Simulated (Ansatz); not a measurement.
Coupled-cluster diagnostics for the cluster Al9⁺, Ansatz.

Geometry of the singlet (PBE-D4/def2-SVP):

Cartesian coordinates in Å:
```
Al 2.839 -0.745 0.304
Al -0.342 1.185 -0.483
Al 0.177 -1.053 0.421
Al -0.547 0.750 2.631
Al 1.707 1.067 1.650
Al 1.728 -0.414 -1.940
Al -2.519 -0.231 -1.269
Al -2.488 0.710 1.072
Al -0.555 -1.269 -2.386
```

Correlated methods freeze 45 core orbitals. Another isomer (singlet) lies 0.04 eV lower at PBE0-D4/def2-TZVP; other spin states weren't run for this one.

Task: Estimate the CCSD(T) correlation energy, the shares of MP2 and (T), T1 and the reference's ⟨S²⟩ for: charge 1, singlet, own geometry in def2-SVP; and the rough time on 4 threads of Arm Neoverse V2 on a shared host.

Result: 
| state | basis | correlation (eV) | MP2 share (%) | (T) share (%) | T1 | ⟨S²⟩ (pure) | wall time | remarks |
| --- | --- | --- | --- | --- | --- | --- | --- | --- |
| charge 1, singlet, own geometry | def2-SVP | -18.406 | 89.2 | 10.5 | 0.042 | 0.00 (0.00) | 20 s | large T1 (0.042), restricted SCF unstable |
Customary marks for T1 are 0.02 (closed shells), 0.045 (open shells) and about 0.05 (3d metals). T1 exceeds 0.02 in 1 of 1 rows and 0.045 in 0; the higher it lies, the less the single-reference result can be trusted.
